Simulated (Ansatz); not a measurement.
Reaction (formal exchange of groups at the Si–C bond): `FCOC[SiH3]` + `C[NH][SnH2][OH]` → `[OH][SnH2][NH][SiH3]` + `CCOCF`

Gas-phase electronic energies from Ansatz, PBE0-D4/def2-TZVP geometries. CCSD(T)/CBS adds triple-zeta CCSD(T) − MP2 to the extrapolated MP2 energy (def2 sets, frozen cores). Functionals use def2-TZVPP. def2 core potentials past Kr. For Sn outer-core shells are correlated without core-valence functions, which leaves a few kJ/mol of doubt a bond. Each species was taken in one conformer, which may not be the lowest.

CCSD(T)/CBS gives -137.9 kJ/mol.

(1) Another level gave -132.9 kJ/mol. Which?
A. PBE/def2-TZVPP
B. r2SCAN-D4/def2-TZVPP
C. SCS-MP2/def2-TZVPP
D. HF/def2-TZVPP

Largest T1 diagnostic among the species: 0.013.

Answers

(1) B. r2SCAN-D4 -132.9, SCS-MP2/def2-TZVPP -141.2, PBE -121.8, HF/def2-TZVPP -150.9 kJ/mol.

In def2-TZVPP, CCSD(T) changes the Hartree–Fock value by +14.1 kJ/mol (the triples alone add +2.4 kJ/mol) and MP2 by +8.7 kJ/mol. From PBE to PBE0 (25 % exact exchange), in def2-TZVPP and without D4, ΔE moves by −8.9 kJ/mol.
